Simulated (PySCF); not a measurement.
## Dy⁵³⁺: fine-structure interval

Dy⁵³⁺ [Ne] 3s2 3p1 [3p1/2^1, M_J = 1/2] → Dy⁵³⁺ [Ne] 3s2 3p1 [3p3/2^1, M_J = 3/2], as a difference of total energies. All numbers are calculated (PySCF 2.14, the two-component X2C-1e Hamiltonian, in an uncontracted even-tempered set (18 s from 15 bohr⁻², ratio 2.4; 14 p from 19 bohr⁻², ratio 2.4; 4 d from 64 bohr⁻², ratio 2.6; 4 f from 96 bohr⁻², ratio 2.6)). Correlated levels: 1s2 frozen; the 54 highest virtual spinors dropped. "Screened" scales the spin-orbit matrix elements by Boettger's factors to mimic the two-electron term; Breit and QED terms are absent.

```csv
method,fine-structure interval (cm⁻¹)
GHF (screened spin-orbit),1737800
GMP2 (screened spin-orbit),1732700
GHF (bare spin-orbit),1796500
```
